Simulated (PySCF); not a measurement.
H₅NSi₂, SMILES `[SiH2]=N[SiH3]` (charge 0, multiplicity 1)

Level of theory: PBE0-D3(BJ)/def2-TZVP (PySCF).

| Item | Result |
|---|---|
| HOMO | -7.36 eV |
| dipole moment | 0.625 e·Å |
| HOMO–LUMO gap | 5.26 eV |
| LUMO | -2.09 eV |
| total energy | -636.4564 Ha |
| cost | about 24 core-seconds (a rough figure) |

Bond lengths (Å): Si1–N2 1.574, Si1–H4 1.480, Si1–H5 1.487, N2–Si3 1.700, Si3–H6 1.489, Si3–H7 1.489, Si3–H8 1.494. Bond angles (°): N2–Si1–H4 121.4, N2–Si1–H5 126.5, H4–Si1–H5 112.1, Si1–N2–Si3 146.4, N2–Si3–H6 109.7, N2–Si3–H7 109.7, N2–Si3–H8 114.0, H6–Si3–H7 108.3, H6–Si3–H8 107.5, H7–Si3–H8 107.5.
Charge 0, spin multiplicity 1.
